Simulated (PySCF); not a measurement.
Correlation energy of Xe²⁺ (xenon, charge +2)

[Kr] 4d10 5s2 5p4, high-spin 3P determinant. Calculation: PySCF 2.14, in x2c-TZVPPall (8s6p4d2f, 60 functions); scalar relativity by spin-free X2C-1e. Frozen: [Kr] 4d10; 6 electrons correlated.

```tsv
level	correlation energy (mhartree)
CCSD	-96.65
(T)	-2.05
CCSD(T)	-98.70
```

Diagnostics: T1 = 0.0057, D1 = 0.0173, largest double amplitude 0.042.

Cost of the coupled-cluster step: roughly 0.5 core-seconds, for 6 correlated electrons.
